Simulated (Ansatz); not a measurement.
**The HOMO–LUMO gap down a group: F to Br**

One atom is swapped for its congeners: CdF2 `[F][Cd][F]`; CdClF `[F][Cd][Cl]`; CdBrF `[F][Cd][Br]`. All are singlets with charge 0.

Shapes, held fixed at every level: PBE0-D4/def2-TZVP. Programs: Ansatz 0.2.0. Values in eV.

```tsv
level	CdF2	CdClF	CdBrF
SPW92/def2-TZVPP	4.77	4.41	4.04
PBE-D4/def2-TZVPP	4.80	4.51	4.15
r2SCAN-D4/def2-TZVPP	5.46	5.09	4.70
BHLYP-D4/def2-TZVPP	10.37	8.91	8.22
PBE0-D4/def2-TZVPP	7.67	6.86	6.33
wB97M-V/def2-TZVPP	12.03	10.98	10.37
wB97X-V/def2-TZVPP	12.29	11.34	10.69
```

At wB97X-V/def2-TZVPP the HOMO–LUMO gap falls at every step, from 12.29 to 10.69 eV. Every level shows the same order. For atoms past krypton def2 sets carry core potentials with scalar relativity. Relativity is left out for Br unless named. Orbital gaps aren't excitation energies, and the LUMO depends on the basis.
